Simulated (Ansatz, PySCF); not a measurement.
The pair A = CH4 (SMILES C) (first 5 atoms), B = C2H6O (SMILES COC); geometry from B3LYP-D3(BJ)/def2-TZVP.
(charge 0, multiplicity 1):
```json
[
 {"atom": "C", "x (Å)": "0.1001", "y (Å)": "0.0483", "z (Å)": "-0.3766"},
 {"atom": "H", "x (Å)": "1.1471", "y (Å)": "0.2851", "z (Å)": "-0.5645"},
 {"atom": "H", "x (Å)": "-0.5087", "y (Å)": "0.4342", "z (Å)": "-1.1935"},
 {"atom": "H", "x (Å)": "-0.0194", "y (Å)": "-1.0335", "z (Å)": "-0.3196"},
 {"atom": "H", "x (Å)": "-0.2139", "y (Å)": "0.5011", "z (Å)": "0.5626"},
 {"atom": "C", "x (Å)": "1.1056", "y (Å)": "0.2348", "z (Å)": "3.2649"},
 {"atom": "O", "x (Å)": "-0.2792", "y (Å)": "0.4601", "z (Å)": "3.1201"},
 {"atom": "C", "x (Å)": "-1.0341", "y (Å)": "-0.7240", "z (Å)": "3.2510"},
 {"atom": "H", "x (Å)": "1.4808", "y (Å)": "-0.4563", "z (Å)": "2.4990"},
 {"atom": "H", "x (Å)": "1.3416", "y (Å)": "-0.1793", "z (Å)": "4.2540"},
 {"atom": "H", "x (Å)": "1.6059", "y (Å)": "1.1954", "z (Å)": "3.1523"},
 {"atom": "H", "x (Å)": "-0.7565", "y (Å)": "-1.4622", "z (Å)": "2.4875"},
 {"atom": "H", "x (Å)": "-2.0825", "y (Å)": "-0.4584", "z (Å)": "3.1240"},
 {"atom": "H", "x (Å)": "-0.8962", "y (Å)": "-1.1784", "z (Å)": "4.2410"}
]
```

Cores are frozen in the correlated methods.

Codes used: Ansatz (Gaussian basis) for Hartree–Fock, density functionals and correlated methods; PySCF for the dispersion terms. Each number belongs to the level named beside it.

The monomers are drawn apart, rigid, along the line of their centres of mass. Counterpoise-corrected interaction energies (kcal/mol):

```tsv
level	R = 4.620 Å	R = 5.643 Å
PBE/def2-TZVPPD	-0.2982	-0.0705
PBE-D3(BJ)/def2-TZVPPD	-0.6659	-0.1891
wB97M-V/def2-TZVPPD	-0.5144	-0.1663
CCSD(T)/aug-cc-pVDZ	-0.4949	-0.1523
```

Problem. R is the distance of the centres of mass. Find the local exponent m of E ∝ R⁻ᵐ between the two points.

Solution. 
m = ln(E₁/E₂)/ln(R₂/R₁): PBE/def2-TZVPPD 7.2; PBE-D3(BJ)/def2-TZVPPD 6.3; wB97M-V/def2-TZVPPD 5.6; CCSD(T)/aug-cc-pVDZ 5.9. For scale, two fixed dipoles give m = 3, dipole and quadrupole 4, quadrupoles 5, and dispersion or dipole-induced dipole 6 at long range; at these distances several terms mix, and what is left of overlap and damping shifts m, so it need not match one of them.

Ansatz is a program for electronic structure.
